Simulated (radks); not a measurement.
Q: The mean radii <r> (bohr) of the occupied orbitals of an atom or ion are listed with their occupations. Calculated with a radial shooting solver on a logarithmic mesh with Libxc functionals: Dirac Kohn-Sham, PBE, spin-unpolarised, spherical densities, point nucleus.

orbital  occ.      <r>
1s1/2       2  0.03706
2s1/2       2   0.1623
2p1/2       2   0.1386
2p3/2       4   0.1430
3s1/2       2   0.4572
3p1/2       2   0.4535
3p3/2       4   0.4638
3d3/2       4   0.4470
3d5/2       6   0.4505
4s1/2       2    1.130
4p1/2       1    1.205
4p3/2       2    1.225

Name the element and its charge. Open shells, if any, are shared by 2j + 1.

A: Z = 40, zirconium, charge +7: Zr7+ in [Ar] 3d10 4s2 4p3. The 1s radius gives Z: for a bare nucleus <r> = (2 gamma + 1)/(2Z) with gamma = sqrt(1 - (Z/c)^2), 0.03641 bohr for Z = 40, and screening makes it slightly larger (0.03706 here). The occupations add up to 33, and the charge is Z minus that.
